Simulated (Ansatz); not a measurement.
Two isomers of CH6GeOSi: A = `[SiH3][CH]1[O][GeH2]1`, B = `[SiH3][GeH]1[CH2][O]1`.

Gas-phase electronic energies from Ansatz, PBE0-D4/def2-TZVP geometries. CCSD(T)/CBS adds triple-zeta CCSD(T) − MP2 to the extrapolated MP2 energy (def2 sets, frozen cores). Functionals use def2-TZVPP. B3LYP here is the variant with VWN-RPA as its local correlation; programs differ in this. For Ge outer-core shells are correlated without core-valence functions, which leaves a few kJ/mol of doubt a bond. Scalar relativity is left out up to krypton.

**Question.** Which is lower in electronic energy at CCSD(T)/CBS, and by how much? (Best estimate.)

**Answer.** Computed: B, by 6.2 kcal/mol.

**Question.** Give E(B) − E(A) in kcal/mol with MP2/def2-TZVPP, B2PLYP, CCSD(T)/def2-TZVPP, B3LYP, B3LYP-D4, CCSD/def2-TZVPP, ωB97M-V. (Estimate.)

**Answer.** Ansatz gave: MP2/def2-TZVPP -5.6, B2PLYP -6.8, CCSD(T)/def2-TZVPP -6.3, B3LYP -7.8, B3LYP-D4 -7.2, CCSD/def2-TZVPP -6.2, ωB97M-V -5.9. None reverses the order clearly.

Largest T1 diagnostic: 0.015.
